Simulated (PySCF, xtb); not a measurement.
GeF3Br, SMILES [F][Ge]([F])([F])[Br].

GFN2-xTB run with xtb at its own geometry gives an orbital gap of 5.50 eV and a dipole moment of 0.48 D.

Coordinates come from a B3LYP-D3(BJ)/def2-SVP optimisation.

Question: What does PySCF with PBE/def2-TZVP give? (An estimate is asked for; the answer gives what the named calculation found.)

Answer: gap 5.17 eV (levels -8.47 and -3.30 eV), dipole 1.63 D.
